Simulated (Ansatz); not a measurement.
`O=C=[N][Zr]([F])([F])[F]` + H–F → `[F][Zr]([F])([F])[F]` + `N=C=O` at 298.15 K and 1 bar (ligand exchange at a Zr–N bond).

Computed with Ansatz on PBE0-D4/def2-TZVP structures; ΔE is electronic, products minus reactants. CBS: MP2 limit from def2 TZ/QZ plus the TZ coupled-cluster correction, frozen cores. This one scheme is used for every species. def2 core potentials past Kr. For Zr outer-core shells are correlated without core-valence functions, which leaves a few kJ/mol of doubt a bond. One conformer a species, not always the lowest.

| species | CCSD(T)/CBS energy (Eh) | H − E (kJ/mol) | S (J/(mol·K)) |
| --- | --- | --- | --- |
| `O=C=[N][Zr]([F])([F])[F]` | -514.59914 | 76.0 | 390.1 |
| H–F | -100.39570 | 33.5 | 173.6 |
| `[F][Zr]([F])([F])[F]` | -446.49023 | 40.6 | 321.8 |
| `N=C=O` | -168.51995 | 67.5 | 238.3 |

H − E and S are ideal-gas, rigid-rotor, harmonic terms from PBE0-D4/def2-TZVP, for one conformer and one mirror image of each species. 1 Eh = 2625.50 kJ/mol, R = 8.31446 J/(mol·K).

Task: By hand: ΔE, ΔH, ΔS and ΔG.

Result: ΔE = (-446.49023) + (-168.51995) − (-514.59914) − (-100.39570) = -0.01534 Eh = -40.3 kJ/mol. Δ(H − E) = 40.6 + 67.5 − 76.0 − 33.5 = -1.4, so ΔH = -41.7 kJ/mol. ΔS = 321.8 + 238.3 − 390.1 − 173.6 = -3.6 J/(mol·K). ΔG = -41.7 − 298.15 × (-3.6)/1000 = -40.6 kJ/mol.

Task: By hand: the equilibrium constant, and the temperature at which ΔG would vanish if ΔH and ΔS stayed fixed.

Result: log₁₀ K = −ΔG/(RT ln 10) = 7.1. ΔG = 0 at ΔH/ΔS = 11583 K, far beyond where these terms or the molecules hold.

The number of gas molecules stays the same, so ΔS is small and ΔH decides. A doubt of 5 kJ/mol in ΔE shifts log₁₀ K by 0.9 here. Other conformers and mirror images would add mixing entropy, several J/(mol·K) or more a flexible species. Modes under 60 cm⁻¹, often nearly free rotors, make the harmonic entropy too high. These are equilibria of isolated gas molecules and say nothing of rates. Largest T1 diagnostic: 0.018 (customary marks: 0.02 for closed shells, 0.045 for open ones).
